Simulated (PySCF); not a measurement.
**Fine-structure interval of Pt- by level of theory**

Pt- [Xe] 4f14 5d9 6s2 [5d3/2^4 5d5/2^5, M_J = 5/2] → Pt- [Xe] 4f14 5d9 6s2 [5d3/2^3 5d5/2^6, M_J = 3/2], as a difference of total energies. Calculation: PySCF 2.14, in x2c-TZVPall-2c with one added diffuse shell each of s, p, d type (12s12p11d2f, 117 functions); the two-component X2C-1e Hamiltonian. Correlated levels: [Kr] 4d10 4f14 frozen; the 34 highest virtual spinors dropped. "Screened" scales the spin-orbit matrix elements by Boettger's factors to mimic the two-electron term; Breit and QED terms are absent.

```tsv
method	fine-structure interval (cm⁻¹)
GHF (screened spin-orbit)	10097
GMP2 (screened spin-orbit)	10709
GHF (bare spin-orbit)	11735
```
